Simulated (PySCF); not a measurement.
Where the electron goes

C2H4B2O.
Structure used (PBE0-D3(BJ)/def2-SVP), in Å, numbered top down from 1:
```
atom  x, y, z in Å
B1    -1.6484   -0.1363    0.5817
O2    -0.5529    0.5626    0.2847
B3     0.5707    1.2188   -0.0246
C4     1.8637    0.4461   -0.2956
C5     2.9137   -0.1319   -0.5083
H6    -1.8800   -0.3791    1.7440
H7    -2.3706   -0.4935   -0.3209
H8     0.5388    2.4255   -0.0801
H9     3.8393   -0.6459   -0.6990
```

Theory: TDDFT wB97X-D/def2-SVPD, vertical, gas phase, core orbitals frozen in the response in PySCF.

Frontier orbitals with the atoms that hold most of them (Löwdin shares over 4%, at most four atoms; ? is withheld):

```csv
orbital,ε (eV),atoms
LUMO+2,1.82,"B3 40%, B1 28%, C5 13%, C4 7%"
LUMO+1,1.09,"B1 46%, O2 26%, H7 11%, H6 11%"
LUMO,?,?
HOMO,-10.25,"C5 43%, C4 41%, B3 7%"
HOMO-1,-10.27,"C4 28%, C5 28%, O2 14%, B1 10%"
HOMO-2,-11.12,"B1 22%, C4 17%, C5 14%, O2 14%"
HOMO-3,-11.61,"O2 36%, B3 24%, H8 19%, C4 11%"
```

(1) Which atoms hold the LUMO, and with what shares?

(2) What is the LUMO energy, and the HOMO–LUMO gap?

Answers

(1) B3 (bonded to C, O and H) 30%; C5 (bonded to C and H) 22%; C4 (bonded to B and C) 21%; O2 (bonded to 2 B) 15%. By element: carbon 43%, boron 30% or more, oxygen 15%.

(2) ε(LUMO) = 0.25 eV; the gap is 10.51 eV (0.3861 hartree).

Problem. The HOMO–LUMO gap is 10.51 eV. Where does the response calculation put the lowest singlet, and from which orbitals?

Solution. S1 is at 5.01 eV (f = 0.0004), 5.50 eV below the gap, made of HOMO→LUMO (96%). Without the coupling terms of the response equations the lowest excitation would equal the gap.

Next come S2 at 5.86 eV (f 0.099), HOMO-1→LUMO (66%), HOMO→LUMO+3 (13%), HOMO-2→LUMO (10%); S3 at 6.16 eV (f 0.0001), HOMO-1→LUMO+1 (54%), HOMO-2→LUMO+1 (41%); S4 at 6.58 eV (f 0.0050), HOMO-3→LUMO (93%); S5 at 6.84 eV (f 0.0001), HOMO-1→LUMO+3 (43%), HOMO-1→LUMO+2 (19%), HOMO-2→LUMO+3 (12%).

Löwdin shares depend on the basis, the more so with diffuse functions.

Hardware: one thread of an Arm Neoverse N1, on a shared host. Cost: 1.8 min wall, 0.63 GiB resident at most.
